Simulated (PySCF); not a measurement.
Te(SiH3)(GeH3) (GeH₆SiTe), SMILES [SiH3][Te][GeH3].

Geometry: PBE-D3(BJ)/def2-SVP. The structure was generated by enumeration, and PubChem lists no compound with its InChIKey, so it may never have been made. The def2 effective core potentials stand for the cores of Te; spin–orbit coupling is left out.

Computed with PBE-D3(BJ)/def2-SVP in PySCF.

Frequencies are harmonic and unscaled.

Computed harmonic wavenumbers and intensities:
```
mode  ν (cm⁻¹)  IR (km/mol)  moving atoms (share of kinetic energy)
----  --------  -----------  --------------------------------------
1           50          0.0                                  H 97 %
2           73          0.1        H 50 %, Si 28 %, Ge 14 %, Te 9 %
3           74          0.1                H 63 %, Si 20 %, Ge 10 %
4          227          6.1                        Ge 62 %, Te 37 %
5          326          9.3                        Si 74 %, Te 19 %
6          475          3.3                                  H 95 %
7          493          3.2                                  H 96 %
8          536          4.4                                  H 92 %
9          549          1.2                          H 89 %, Si 8 %
10         766        340.6                                  H 97 %
11         835         27.3                                  H 99 %
12         846         30.6                                  H 97 %
13         855        276.8                                  H 94 %
14         888         32.6                                  H 97 %
15         913         47.5                                  H 97 %
16        2067         72.5                                 H 100 %
17        2082         85.6                                  H 98 %
18        2098         80.5                                  H 98 %
19        2150         77.0                                  H 99 %
20        2164         78.9                                  H 96 %
21        2179         69.4                                  H 96 %
```
